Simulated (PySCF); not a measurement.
**ECD: `C#C[C@@H]1C[C@@H]1[NH2+][GeH3]`, [C$_{5}$H$_{10}$GeN]+, charge +1**

Molfile (atoms numbered from 1):
```
C5H10GeN
     RDKit          3D

 17 17  0  0  0  0  0  0  0  0999 V2000
   -1.3768    1.9403    1.0577 C   0  0  0  0  0  0  0  0  0  0  0  0
   -1.3768    0.9832    0.3320 C   0  0  0  0  0  0  0  0  0  0  0  0
   -1.2546   -0.1857   -0.4853 C   0  0  2  0  0  0  0  0  0  0  0  0
   -1.3646   -1.5461    0.1578 C   0  0  0  0  0  0  0  0  0  0  0  0
   -0.0244   -1.0364   -0.2637 C   0  0  2  0  0  0  0  0  0  0  0  0
    0.8916   -0.5553    0.7758 N   0  0  0  0  0  0  0  0  0  0  0  0
    2.0595    0.9949    0.1926 Ge  0  0  0  0  0  4  0  0  0  0  0  0
   -1.4962    2.7948    1.6581 H   0  0  0  0  0  0  0  0  0  0  0  0
   -1.6249   -0.0657   -1.4952 H   0  0  0  0  0  0  0  0  0  0  0  0
   -1.5901   -1.5898    1.2134 H   0  0  0  0  0  0  0  0  0  0  0  0
   -1.8140   -2.3428   -0.4136 H   0  0  0  0  0  0  0  0  0  0  0  0
    0.4869   -1.4781   -1.1091 H   0  0  0  0  0  0  0  0  0  0  0  0
    0.3043   -0.2103    1.5447 H   0  0  0  0  0  0  0  0  0  0  0  0
    1.4495   -1.3318    1.1432 H   0  0  0  0  0  0  0  0  0  0  0  0
    3.2515    0.2719   -0.3464 H   0  0  0  0  0  0  0  0  0  0  0  0
    2.2671    1.6947    1.4927 H   0  0  0  0  0  0  0  0  0  0  0  0
    1.2049    1.6742   -0.8153 H   0  0  0  0  0  0  0  0  0  0  0  0
  1  2  3  0
  2  3  1  0
  3  4  1  0
  4  5  1  0
  5  6  1  0
  6  7  1  0
  5  3  1  0
  1  8  1  0
  3  9  1  6
  4 10  1  0
  4 11  1  0
  5 12  1  6
  6 13  1  0
  6 14  1  0
  7 15  1  0
  7 16  1  0
  7 17  1  0
M  CHG  1   6   1
M  END
```

Computed, not measured: PySCF 2.14.0, TDDFT CAM-B3LYP/def2-SVPD circular dichroism and optical rotation, one conformer, gas phase. Geometry: GFN2-xTB.

The molecule is flexible and this is one conformer; a measurement averages over conformers. The calculation is non-relativistic, which matters for the atoms heavier than Zn.

(1) What are the CIP labels of the stereocentres?

(2) Which excitations and rotatory strengths does the calculation give?

Answers

(1) C3 S, C5 S.

(2) Rotatory strengths R in 10⁻⁴⁰ esu² cm², velocity form and length form (origin at the centre of mass); f in length form.
```tsv
state	E (eV)	λ (nm)	f	R (velocity)	R (length)	main
1	6.28	197	0.002	-0.2	-0.2	HOMO→LUMO+2 0.51, HOMO→LUMO+8 0.15
2	6.52	190	0.013	-3.5	-3.7	HOMO→LUMO 0.91
3	6.73	184	0.010	+3.3	+3.3	HOMO−1→LUMO+2 0.21, HOMO→LUMO+5 0.19
4	6.88	180	0.010	-1.6	-2.1	HOMO−1→LUMO+5 0.27, HOMO−1→LUMO 0.22
5	7.02	177	0.019	+6.3	+6.6	HOMO−1→LUMO 0.67, HOMO−1→LUMO+3 0.11
6	7.67	162	0.009	-4.2	-4.9	HOMO→LUMO+1 0.71, HOMO→LUMO+7 0.11
7	7.98	155	0.013	+14.5	+12.9	HOMO→LUMO+3 0.56, HOMO→LUMO+5 0.18
8	8.11	153	0.038	-168.9	-163.3	HOMO−1→LUMO+1 0.52, HOMO−1→LUMO+7 0.10
9	8.16	152	0.005	-26.9	-27.9	HOMO−2→LUMO 0.53, HOMO−1→LUMO+1 0.16
10	8.35	148	0.013	+1.4	-0.1	HOMO→LUMO+4 0.58, HOMO→LUMO+6 0.12
11	8.37	148	0.021	+16.8	+17.9	HOMO−3→LUMO 0.23, HOMO−4→LUMO 0.19
12	8.42	147	0.017	+34.7	+37.2	HOMO−4→LUMO 0.52, HOMO−1→LUMO+3 0.10
13	8.48	146	0.022	-1.1	-1.3	HOMO→LUMO+7 0.21, HOMO−1→LUMO+3 0.20
14	8.51	146	0.004	+14.6	+14.6	HOMO−5→LUMO 0.22, HOMO−3→LUMO 0.15
15	8.61	144	0.068	+25.6	+23.7	HOMO→LUMO+6 0.45, HOMO→LUMO+4 0.17
16	8.73	142	0.018	+7.6	+7.2	HOMO→LUMO+8 0.52, HOMO→LUMO+2 0.09
```

For state 10 the two forms differ in sign, so the sign of R isn't settled.

Among the states computed, the strongest CD band (largest |R|) is state 8. The largest dissymmetry factor in size, g = 4R/(D+G), with D and G the electric and magnetic dipole strengths, is -0.064 for state 9 (velocity form, f = 0.005), among bands with |R| over 0.5. The mirror image has the same energies and oscillator strengths and all R with the opposite sign.
